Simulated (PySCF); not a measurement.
Predicted microwave data (PBE0/def2-SVPD in PySCF (dipole) on a GFN2-xTB geometry, gas phase) for one isomer of C6H10OS:

| Item | Value |
| --- | --- |
| Rotational constants | A = 3984, B = 853.7, C = 805.6 MHz |
| Dipole components | \|μa\| = 3.39 D, \|μb\| = 2.65 D, \|μc\| = 1.27 D |
| Inertial defect | -91.50 u·Å² |
| κ | -0.97 |

Problem. Which candidate fits, each taken in the one conformer that was computed?
A. `[CH2:1]=[CH:2][C@@H:3]1[CH2:4][S:5][C@@H:6]1[O:7][CH3:8]` with C1–C2–C3–C4 -123°, S5–C6–O7–C8 73°, C2–C3–C4–S5 -136°, C3–C4–S5–C6 12°, C4–S5–C6–O7 104°, C2–C3–C6–S5 135°
B. `[CH3:1][S:2]/[C:3]([CH3:4])=[CH:5]/[C:6]([CH3:7])=[O:8]` with C1–S2–C3–C4 -179°, C3–C5–C6–C7 -179°
C. `[CH2:1]=[CH:2]/[C:3]([CH3:4])=[CH:5]/[S@@:6]([CH3:7])=[O:8]` with C1–C2–C3–C4 -2°, C3–C5–S6–C7 91°
D. `[CH3:1][C@@H:2]1[CH2:3][CH2:4][CH:5]=[CH:6][S@:7]1=[O:8]` with C1–C2–C3–C4 167°, C2–C3–C4–C5 46°, C3–C4–C5–C6 -7°, C5–C6–S7–O8 -136°
E. `[CH3:1][C:2]#[C:3][CH2:4][S@:5](=[O:6])[CH2:7][CH3:8]` with C3–C4–S5–O6 173°, C4–S5–C7–C8 178°

Solution. C. It is C=C/C(C)=C/[S@@](C)=O, a near-prolate asymmetric top, point group C1. The candidates at the same level (rigid rotor, commonest isotopes):

| SMILES | A (MHz) | B (MHz) | C (MHz) | μa (D) | μb (D) | μc (D) | Δ (u·Å²) | point group | rotor |
| --- | --- | --- | --- | --- | --- | --- | --- | --- | --- |
| C[C@@H]1CCC=C[S@]1=O | 2385 | 1840 | 1133 | 4.12 | 2.21 | 0.43 | -40.46 | C1 | asymmetric top |
| CC#CC[S@](=O)CC | 2867 | 900.3 | 729.2 | 3.66 | 2.39 | 0.46 | -44.57 | C1 | asymmetric top |
| C=C/C(C)=C/[S@@](C)=O | 3984 | 853.7 | 805.6 | 3.39 | 2.65 | 1.27 | -91.50 | C1 | near-prolate asymmetric top |
| C=C[C@@H]1CS[C@@H]1OC | 2369 | 1405 | 956.1 | 0.72 | 0.76 | 0.54 | -44.45 | C1 | asymmetric top |
| CS/C(C)=C/C(C)=O | 3000 | 1001 | 761.5 | 2.26 | 3.00 | 0.02 | -9.53 | near Cs | asymmetric top |

`C[C@@H]1CCC=C[S@]1=O` has B 116 % too high; `C=C[C@@H]1CS[C@@H]1OC` has B 65 % too high; `CC#CC[S@](=O)CC` has A 28 % too low; `CS/C(C)=C/C(C)=O` has A 25 % too low. No structure here is proved a minimum.
